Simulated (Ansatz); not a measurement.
ClHMg (SMILES [MgH][Cl]) moved off its minimum; all values from Ansatz (a quantum-chemistry and plane-wave program), cores frozen in correlated methods.
(charge 0, multiplicity 1)
```xyz
3

Mg    -0.06555    -0.05347    -1.31318
H     -0.00202    -0.06140    -2.99438
Cl    -0.01918     0.01252     0.98508
```

Q: Give the forces (eV/Å), the total energy and the dipole at CCSD(T)/def2-TZVPPD.

A: 
```csv
atom,Fx,Fy,Fz
Mg1,0.070,0.050,1.022
H2,-0.028,-0.013,-0.059
Cl3,-0.042,-0.037,-0.964
```
Energy -660.0331 hartree, dipole 2.07 D.
